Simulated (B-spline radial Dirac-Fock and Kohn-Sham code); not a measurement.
## Er: input and output of one calculation

ΔSCF core binding energies without Breit or QED terms, calculated with a radial atomic solver. Keys: rel is the Hamiltonian (dirac, or spin-free x2c and nr, where L3 and M5 stand for the whole 2p and 3d shells), method is hf or an exchange,correlation pair (spin-unpolarised, also for the hole states), nuc the nuclear model, radius_factor scales its radius, rmax is the box in bohr, h the logarithmic mesh step, order the B-spline order, points the quadrature points per cell, c_factor scales the speed of light, and damp, ndamp, maxit and tol steer the iteration. The run stops when the commutator error falls below 10·tol·max(1, Z/10), or the numerical noise floor, and the energy has settled to about 1e-8 Ha; the virial ratio is −V/T.

Input (task.json):

```json
{"items": [{"Z": 68, "q": 0, "cfg": [[1, 0, 2], [2, 0, 2], [2, 1, 6], [3, 0, 2], [3, 1, 6], [3, 2, 10], [4, 0, 2], [4, 1, 6], [4, 2, 10], [4, 3, 12], [5, 0, 2], [5, 1, 6], [6, 0, 2]], "A": 166, "rrms": 5.2516, "do": "settings", "holes": ["K", "L3", "M5"],
  "settings": [{"rel": "dirac", "method": "hf", "nuc": "fermi", "radius_factor": 100.0, "rmax": 45.0, "h": 0.3, "order": 8, "points": 10, "c_factor": 1.0, "maxit": 82, "damp": 0.5, "ndamp": 3, "tol": 1e-08}]}]}
```

Command: `python xray2_run.py task.json out`

Ground-state iterations:

```
iter   energy (Ha)        error
   1   -11693.30946492  3.13e+00
   2   -11694.04621418  2.64e-01
   3   -11694.79746353  5.11e-02
   4   -11694.84390365  2.25e-02
   5   -11694.84137649  2.30e-02
   6   -11694.84762114  7.97e-03
   7   -11694.84863335  2.56e-04
   8   -11694.84863960  7.94e-05
   9   -11694.84864032  9.79e-06
  10   -11694.84864033  2.22e-06
  11   -11694.84864033  1.11e-07
```

The ground state converged in 11 iterations, with total energy -11694.84864 Ha, virial ratio 2.07437 and highest orbital energy -4.59 eV. ΔSCF binding energies: K (1s) 42269.9 eV, L3 (2p3/2) 8455.6 eV, M5 (3d5/2) 1439.5 eV.

Question: One setting is unsound. Which, and why?

Answer: radius_factor inflates the nucleus far beyond its size, which weakens the binding of the inner electrons. With the default settings (Dirac Hartree-Fock): The ground state converged in 11 iterations, with total energy -13092.23237 Ha, virial ratio 1.90634 and highest orbital energy -5.23 eV. ΔSCF binding energies: K (1s) 57745.8 eV, L3 (2p3/2) 8377.9 eV, M5 (3d5/2) 1411.9 eV.
